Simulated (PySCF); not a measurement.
**Deuteron quadrupole couplings in 2-methylnaphthalene**

Compound: 2-methylnaphthalene, C11H10.
Z-matrix (Å and degrees, PBE0-D3(BJ)/def2-SVP geometry), rows numbered from 1:
```
C 
C   1  1.4998
C   2  1.4223  1  119.83
C   3  1.3727  2  121.33  1   179.84
C   4  1.4192  3  120.97  2     0.03
C   5  1.4177  4  122.52  3  -179.98
C   6  1.3759  5  120.76  4   179.98
C   7  1.4138  6  120.19  5     0.01
C   8  1.3758  7  120.34  6     0.01
C   9  1.4185  8  120.83  7    -0.04
C   2  1.3784  1  121.81  3   179.91
H   1  1.0988  2  111.63  3   178.91
H   1  1.1019  2  111.14  3    58.28
H   1  1.1022  2  111.10  3   -60.59
H   3  1.0937  2  118.93  1    -0.14
H   4  1.0933  3  120.28  2  -179.99
H   6  1.0933  5  118.77  4    -0.02
H   7  1.0925  6  120.11  5   180.00
H   8  1.0926  7  119.64  6   179.98
H   9  1.0933  8  120.42  7   180.00
H  11  1.0941  2  119.71  1     0.13
```

Level: PBE0/pcSseg-1 (PySCF, non-relativistic); Q(2H) = 0.00286 b; rigid geometry, the same for H and D, with no vibrational averaging.

Problem. What are Vzz, η and χzz (234.96 MHz × Q × Vzz) at all hydrogens?

Solution. 
```json
{"atom": "H12", "bonded to": "C1", "bond length (Å)": "1.099", "Vzz (au)": "0.2939", "η": "0.04", "χzz (kHz)": "197"}
{"atom": "H13", "bonded to": "C1", "bond length (Å)": "1.102", "Vzz (au)": "0.2893", "η": "0.03", "χzz (kHz)": "194"}
{"atom": "H14", "bonded to": "C1", "bond length (Å)": "1.102", "Vzz (au)": "0.2888", "η": "0.03", "χzz (kHz)": "194"}
{"atom": "H15", "bonded to": "C3", "bond length (Å)": "1.094", "Vzz (au)": "0.3019", "η": "0.07", "χzz (kHz)": "203"}
{"atom": "H16", "bonded to": "C4", "bond length (Å)": "1.093", "Vzz (au)": "0.3025", "η": "0.07", "χzz (kHz)": "203"}
{"atom": "H17", "bonded to": "C6", "bond length (Å)": "1.093", "Vzz (au)": "0.3027", "η": "0.07", "χzz (kHz)": "203"}
{"atom": "H18", "bonded to": "C7", "bond length (Å)": "1.093", "Vzz (au)": "0.3046", "η": "0.07", "χzz (kHz)": "205"}
{"atom": "H19", "bonded to": "C8", "bond length (Å)": "1.093", "Vzz (au)": "0.3043", "η": "0.07", "χzz (kHz)": "205"}
{"atom": "H20", "bonded to": "C9", "bond length (Å)": "1.093", "Vzz (au)": "0.3028", "η": "0.07", "χzz (kHz)": "204"}
{"atom": "H21", "bonded to": "C11", "bond length (Å)": "1.094", "Vzz (au)": "0.3014", "η": "0.09", "χzz (kHz)": "203"}
```

Geometry: PBE0-D3(BJ)/def2-SVP; no solvent, vibrations or thermal averaging. The basis is small and wasn't made for field gradients, so the couplings can be 20 % off.
